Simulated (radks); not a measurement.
Values are calculated unless marked as measured or tabulated.
Ionisation of neutral mercury, [Hg], to Hg+, [Xe] 4f14 5d10 6s1, under several functionals. Dirac Kohn-Sham, spin-unpolarised, spherical densities, finite nucleus; a radial shooting solver on a logarithmic mesh with Libxc functionals.

functional                                        E(Hg) (hartree)  Exc (hartree)  IE (eV)  -e(HOMO) (eV)  <r> HOMO (bohr)  IE error (eV)
exchange-only B88                                     -19654.0515      -370.2960    9.914          6.061            2.740         -0.523
SOGGA                                                 -19651.3481      -367.5842   10.621          6.756            2.686         +0.183
LDA (Slater exchange, Perdew-Zunger correlation)      -19646.5935      -362.7855   11.051          7.139            2.680         +0.614
BLYP                                                  -19658.4045      -374.6893   10.700          6.795            2.710         +0.263
PBE                                                   -19657.3601      -373.6507   10.694          6.823            2.699         +0.257

NIST Atomic Spectra Database: 10.438 eV (measured). Closest: SOGGA. The Delta-SCF values span 1.14 eV, the total energies 11.81 hartree. The highest occupied level is 6s1/2. Spin polarisation and multiplet splitting are left out, so open shells lie too high by an amount that depends on their filling.

Beside tabulated values, note that spin-unpolarised runs miss the spin-polarisation part of the exchange energy of open shells.
